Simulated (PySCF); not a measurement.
## Electron correlation in S⁻ (sulfur, charge -1)

[Ne] 3s2 3p5, 2P determinant. Computed with PySCF 2.14 in aug-cc-pV(Q+d)Z with one added diffuse shell each of s, p, d, f, g type (8s7p6d4f3g, 114 functions), with the non-relativistic Hamiltonian (point nucleus). Frozen: [Ne]; 7 electrons correlated.

MP2 pair energies summed by pair of shells (mhartree):

| pair | energy | share (%) |
| --- | --- | --- |
| 3p-3p | -100.73 | 59.1 |
| 3s-3p | -59.01 | 34.6 |
| 3s-3s | -10.69 | 6.3 |

Total MP2 correlation energy: -170.43 mhartree.

Same-spin part -37.63 and opposite-spin part -132.80 mhartree; SCS-MP2 scales them by 1/3 and 6/5 to -171.90 mhartree.
